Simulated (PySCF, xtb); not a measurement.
Hf(Cl)3(SH) (Cl3HHfS), SMILES [SH][Hf]([Cl])([Cl])[Cl], multiplicity 1.

GFN2-xTB in xtb at its own geometry gives an orbital gap of 1.82 eV and a dipole moment of 0.88 D.

Geometry optimised at PBE0-D3(BJ)/def2-SVP. The spin state was assumed, not searched. The structure was generated by enumeration; whether it is a known compound was not checked. The def2 effective core potentials stand for the cores of Hf; spin–orbit coupling is left out. One conformer was computed; it need not be the lowest.

**Question.** What does PBE/def2-TZVP (PySCF) give? (The exact figures need the calculation; the answer reports its results.)

**Answer.** gap 3.88 eV (levels -7.04 and -3.16 eV), dipole 0.63 D.
